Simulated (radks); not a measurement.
Results of a calculation; reference values are marked as such.
Problem. I2+, 51 electrons, occupied as [Kr] 4d10 5s1 5p3 6p1 (not the ground configuration). Code: a radial shooting solver on a logarithmic mesh with Libxc functionals. Model: Dirac Kohn-Sham, B86b exchange with PBE correlation, spin-unpolarised, spherical densities, point nucleus; open shells fill j = l - 1/2 first. Some entries of the table are withheld. Estimate them.

| orbital | occ. | eigenvalue (eV) | r(max) (bohr) | <r^2> (bohr^2) |
|---|---|---|---|---|
| 1s1/2 | 2 | -32992.20 | 0.01753 | 0.001004 |
| 2s1/2 | 2 | -5118.708 | 0.09924 | 0.01613 |
| 2p1/2 | 2 | -4804.080 | 0.07613 | 0.01193 |
| 2p3/2 | 4 | -4505.268 | 0.08092 | 0.01321 |
| 3s1/2 | 2 | -1054.975 | (1) | 0.1126 |
| 3p1/2 | 2 | -924.9293 | 0.2722 | 0.1074 |
| 3p3/2 | 4 | -868.6937 | 0.2829 | 0.1155 |
| 3d3/2 | 4 | -639.6766 | 0.2300 | 0.09720 |
| 3d5/2 | 6 | -627.8530 | 0.2330 | 0.09954 |
| 4s1/2 | 2 | -207.5049 | 0.6808 | 0.6178 |
| 4p1/2 | 2 | -162.1056 | 0.6986 | 0.6790 |
| 4p3/2 | 4 | -151.1396 | 0.7228 | 0.7288 |
| 4d3/2 | 4 | -78.0893 | 0.7726 | 0.9643 |
| 4d5/2 | 6 | -76.3590 | 0.7811 | 0.9877 |
| 5s1/2 | 1 | -40.9714 | 1.651 | 3.758 |
| 5p1/2 | 2 | -29.8349 | 1.841 | 4.850 |
| 5p3/2 | 1 | -28.3955 | 1.906 | 5.193 |
| 5d3/2 | 0 | -14.0733 | 2.583 | (2) |
| 5d5/2 | 0 | -13.9304 | 2.610 | (3) |
| 6s1/2 | 0 | -13.2804 | 3.949 | (4) |
| 6p1/2 | 1 | -10.4533 | 4.581 | (5) |
| 6p3/2 | 0 | -10.1655 | 4.697 | (6) |

Solution. 
(1) 3s1/2 r(max) (bohr): 0.2858
(2) 5d3/2 <r^2> (bohr^2): 10.69
(3) 5d5/2 <r^2> (bohr^2): 10.90
(4) 6s1/2 <r^2> (bohr^2): 19.59
(5) 6p1/2 <r^2> (bohr^2): 25.90
(6) 6p3/2 <r^2> (bohr^2): 27.12
